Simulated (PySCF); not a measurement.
Working with the constants of AlGe

UHF-CCSD(T) constants of AlGe, ⁴Σ⁻ (quartet), unpaired electrons σ ↑, π ↑↑ (Al x2c-SVPall, Ge x2c-SVPall; spin-free X2C with a Gaussian nucleus (PySCF 2.14); masses 26.9815 and 73.9212 u):

* ωe: 312.6 cm⁻¹
* ωexe: 1.27 cm⁻¹
* Be: 0.13964 cm⁻¹
* αe: 0.000797 cm⁻¹
* D (centrifugal): 1.11e-07 cm⁻¹
* De to Al + Ge: 2.23 eV

Task: Give the vibrational terms G(v) and spacings up to v = 6.

Result: G(v) = ωe(v+½) − ωexe(v+½)².

| v | G(v) (cm⁻¹) | G(v) − G(v−1) | Bv (cm⁻¹) |
| --- | --- | --- | --- |
| 0 | 156.0 |  | 0.1392 |
| 1 | 466.0 | 310.1 | 0.1384 |
| 2 | 773.6 | 307.5 | 0.1376 |
| 3 | 1078.5 | 305.0 | 0.1369 |
| 4 | 1381.0 | 302.4 | 0.1361 |
| 5 | 1680.9 | 299.9 | 0.1353 |
| 6 | 1978.2 | 297.4 | 0.1345 |

Task: How well does the Morse estimate ωe²/(4ωexe) reproduce De, and what is D0?

Result: It gives 2.38 eV, 107 % of the computed De. D0 = De − G(0) = 2.23 − 0.02 = 2.21 eV.

Correlated steps freeze 14 core orbitals. Correlated levels converge slowly with the basis: in double zeta they bind strong bonds too weakly, by up to about 1 eV, and carry superposition errors of some tenths. Spin–orbit coupling is left out. The state is the lowest determinant that a PBE0 search found; another state may lie lower at other levels.
